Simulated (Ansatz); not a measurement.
Start from `BrB1CC1` and change one atom or group to get `[SiH3]BB1CC1`.

Ansatz, PBE0-D4/def2-TZVP geometries, multiplicity 1. Each molecule was computed in one conformer, which needn't be the lowest.

Scalar relativity is left out up to krypton.

```csv
property,`BrB1CC1`
HOMO energy (PBE0/def2-TZVPP) / eV,-7.20
LUMO energy (ωB97M-V/def2-TZVPP) / eV,0.75
LUMO energy (B3LYP/def2-TZVPP) / eV,-1.49
LUMO energy (PBE/def2-TZVPP) / eV,-2.27
HOMO–LUMO gap (PBE0/def2-TZVPP) / eV,5.90
HOMO energy (ωB97M-V/def2-TZVPP) / eV,-9.43
```

Question: What does the change do to each property? (Best estimate.)

Answer: Computed: 
```json
{"property": "HOMO energy (PBE0/def2-TZVPP) / eV", "`[SiH3]BB1CC1`": "-7.40", "shift": "-0.20"}
{"property": "LUMO energy (ωB97M-V/def2-TZVPP) / eV", "`[SiH3]BB1CC1`": "-0.10", "shift": "-0.85"}
{"property": "LUMO energy (B3LYP/def2-TZVPP) / eV", "`[SiH3]BB1CC1`": "-2.13", "shift": "-0.64"}
{"property": "LUMO energy (PBE/def2-TZVPP) / eV", "`[SiH3]BB1CC1`": "-2.82", "shift": "-0.55"}
{"property": "HOMO–LUMO gap (PBE0/def2-TZVPP) / eV", "`[SiH3]BB1CC1`": "5.42", "shift": "-0.48"}
{"property": "HOMO energy (ωB97M-V/def2-TZVPP) / eV", "`[SiH3]BB1CC1`": "-9.55", "shift": "-0.12"}
```

With PBE0 the HOMO falls by 0.20 eV and the LUMO falls by 0.67 eV, so the gap narrows by about 0.47 eV. PBE moves the HOMO by -0.39 eV and ωB97M-V by -0.12 eV.

B3LYP here is the variant with VWN-RPA as its local correlation; programs differ in this.

Spin–orbit coupling is left out; it splits and shifts lone-pair levels of the heavy atoms by tenths of an eV.
